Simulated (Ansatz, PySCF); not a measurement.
Reaction (SMILES): [SiH3]O[Si](Cl)(Cl)O[SiH3] + 2 O (H2O) + 3 [SiH4] (SiH4) -> 4 O[SiH3] [hydroxysilane] + 2 [SiH3]Cl
Structures are relaxed separately at B3LYP-D3(BJ)/def2-TZVP in Ansatz (a quantum-chemistry and plane-wave program), one conformer each, not searched for the lowest.

Property: bond separation energy (0 K, with B3LYP-D3(BJ) harmonic zero-point energies from PySCF), in eV. Correlated levels leave the core frozen unless marked. Spin-orbit coupling is left out. No relativistic terms. CBS(X,Y): correlation extrapolated as X^-3; Hartree-Fock from the larger set.

CCSD(T)/CBS(cc-pV(T+d)Z,cc-pV(Q+d)Z) (Ansatz) gives 1.23 eV.

**Question.** Another calculation gave 1.26 eV. Which level was it?
(A) B2PLYP/def2-TZVPD (Ansatz)
(B) wB97M-V/def2-TZVPD (Ansatz)
(C) B3LYP/def2-TZVPD (Ansatz)

**Answer.** B, wB97M-V/def2-TZVPD (Ansatz). The others give 1.03 (B3LYP), 1.15 (B2PLYP) eV.
